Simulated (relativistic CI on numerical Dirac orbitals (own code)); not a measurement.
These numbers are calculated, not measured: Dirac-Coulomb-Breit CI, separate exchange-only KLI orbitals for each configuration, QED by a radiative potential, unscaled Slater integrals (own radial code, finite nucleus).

The strongest absorption lines from the ground level of an ion, among the configurations computed and to levels below about 265 eV (vacuum wavelength in nm, gf): 9.7499 (0.31), 10.095 (0.23), 10.296 (0.57), 10.361 (0.78), 10.530 (1.4), 10.643 (0.35), 16.656 (0.11), 18.428 (0.11).

**Question.** Which ion is it?
A. Br XXI
B. As XIX
C. Rb XXIII
D. Rb XXI

**Answer.** C. Rb XXIII has 15 electrons and the ground level 3s2 3p3 4S°_3/2; the strongest line goes to 3s2 3p2 3d 4P_5/2. The pattern of lines fixes the number of electrons, and along that sequence the line energies rise steadily with the charge (about as its square where n changes within one kind of shell, about linearly where n is kept but much faster in heavy ions where fine structure, which grows about as Z⁴, sets the gap, and irregularly where shells cross), which fixes Z. Configurations outside the model, such as inner-shell arrays, can give stronger lines. At this charge energies of transitions that change n are usually good to better than 1 %, and those within a shell (Δn = 0) to a few per cent.

LS names give the leading component of a level, which can be under half, so a name can repeat, a term be missing and a line seem to break the LS rules.
